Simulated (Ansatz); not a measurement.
Ideal-gas functions of Cl3FSn (`[F][Sn]([Cl])([Cl])[Cl]`) at 500 K and 1 bar, from an Ansatz frequency run at PBE0-D4/def2-TZVP.

Molar mass 244.07 g/mol, point group C3v (symmetry number 3), electronic degeneracy 1, moments of inertia 363.389, 363.401, 503.262 u Å². Harmonic wavenumbers (cm⁻¹, unscaled): 100, 100, 123, 157, 157, 378, 413, 413, 654.

Use S(trans) = R[1.5 ln M + 2.5 ln T − 1.1517]; rotational temperatures θ = 24.2544 K / I; S(rot) = R[ln(√π/σ · √(T³/θAθBθC)) + 1.5]; for each mode x = 1.438777 ν̃/T, S = R[x/(eˣ − 1) − ln(1 − e⁻ˣ)] and H = RT x/(eˣ − 1); 1 cm⁻¹ = 0.0119627 kJ/mol; R = 8.31446 J/(mol·K).

By hand: the entropy, in J/(mol·K).

Translation 188.2. Rotation: θ = 0.0667, 0.0667, 0.0482 K, giving 120.7. Vibration, mode by mode: 18.70, 18.70, 16.99, 14.99, 14.99, 8.01, 7.35, 7.35, 4.18, in all 111.3. Electronic 0.0. Sum 420.2 J/(mol·K).

By hand: H − E and G − E in kJ/mol, counted from the electronic energy.

Zero-point energy ½ × 2495 × 0.0119627 = 14.9; thermal vibration 25.3; translation, rotation and pV give 4 RT = 16.6. H − E = 56.8 kJ/mol, and G − E = 56.8 − 500 × 420.2/1000 = -153.3 kJ/mol.

Vibration gives 26 % of the entropy, 54.4 J/(mol·K) of it from the modes under 150 cm⁻¹: soft modes count most, and the harmonic formula is weakest for them.
